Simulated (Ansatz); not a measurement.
Relaxation of C2H6BCl (10 atoms, charge 0, multiplicity 1), to a largest force component of 0.015 eV/Å in at most 40 steps.

Theory: Ansatz 0.2.0, RKS PBE-D4/def2-SVP.

```xyz
10
Properties=species:S:1:pos:R:3
B -1.183 0.718 -0.213
C -0.360 -0.559 -0.035
C -0.371 -1.381 -1.289
Cl -1.985 -2.160 -1.683
H -1.767 0.967 -1.273
H -1.347 1.549 0.663
H -0.768 -1.174 0.785
H 0.665 -0.297 0.176
H -0.020 -0.773 -2.223
H 0.380 -2.230 -1.211
```

Q: Where does it end, and by what steps?

A: The forces met the threshold. After 9 steps the energy has fallen by 0.261 eV; H5 moved furthest, 0.29 Å.

```
step  energy less start (eV)  largest force component (eV/Å)  accepted
   0                  0.0000                           1.908       yes
   1                 -0.2133                           0.628       yes
   2                 -0.2454                           0.234       yes
   3                 -0.2500                           0.160       yes
   4                 -0.2546                           0.038       yes
   5                 -0.2569                           0.066       yes
   6                 -0.2590                           0.108       yes
   7                 -0.2600                           0.081       yes
   8                 -0.2608                           0.057       yes
   9                 -0.2611                           0.010       yes
```

```xyz
10
Properties=species:S:1:pos:R:3
B -1.253 0.745 -0.212
C -0.384 -0.550 -0.099
C -0.339 -1.459 -1.318
Cl -1.987 -2.133 -1.659
H -1.579 1.187 -1.300
H -1.541 1.376 0.789
H -0.615 -1.128 0.823
H 0.644 -0.139 0.094
H -0.033 -0.907 -2.228
H 0.331 -2.331 -1.191
```

Time of the run: 30 s on 1 thread of Arm Neoverse V1 (shared host), peak memory 0.12 GiB.
